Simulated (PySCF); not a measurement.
CH4OSe, SMILES OC[SeH], B3LYP/def2-SVP optimised geometry.

```
7

O      0.96    -0.64     0.00
C     -0.43    -0.64     0.00
Se    -1.27     1.17     0.00
H      1.27    -0.14    -0.77
H     -0.88    -1.12    -0.89
H     -0.76    -1.17     0.90
H     -0.70     1.56     1.31
```

Density from PySCF with B3LYP/def2-TZVP at that geometry.

Minimum of the electron density along straight lines between bonded atoms, close to the bond critical point (lines longer than 1.1 times the sum of covalent radii, or with two minima, are not listed):

```json
[
 {"bond": "O1–C2", "length / Å": "1.386", "ρ at the minimum / e bohr⁻³": "0.282", "∇²ρ there / e bohr⁻⁵": "[?]", "position (fraction from the first atom)": "0.64"},
 {"bond": "C2–Se3", "length / Å": "1.998", "ρ at the minimum / e bohr⁻³": "0.139", "∇²ρ there / e bohr⁻⁵": "-0.13", "position (fraction from the first atom)": "0.48"},
 {"bond": "O1–H4", "length / Å": "0.968", "ρ at the minimum / e bohr⁻³": "0.357", "∇²ρ there / e bohr⁻⁵": "[?]", "position (fraction from the first atom)": "0.80"},
 {"bond": "C2–H5", "length / Å": "1.106", "ρ at the minimum / e bohr⁻³": "0.279", "∇²ρ there / e bohr⁻⁵": "-0.97", "position (fraction from the first atom)": "0.65"},
 {"bond": "C2–H6", "length / Å": "1.098", "ρ at the minimum / e bohr⁻³": "0.286", "∇²ρ there / e bohr⁻⁵": "-1.02", "position (fraction from the first atom)": "0.65"},
 {"bond": "Se3–H7", "length / Å": "1.476", "ρ at the minimum / e bohr⁻³": "0.174", "∇²ρ there / e bohr⁻⁵": "[?]", "position (fraction from the first atom)": "0.63"}
]
```

Question: What belongs in the gaps?

Answer: 
- O1–C2, ∇²ρ there / e bohr⁻⁵: -0.68
- O1–H4, ∇²ρ there / e bohr⁻⁵: -2.39
- Se3–H7, ∇²ρ there / e bohr⁻⁵: -0.31
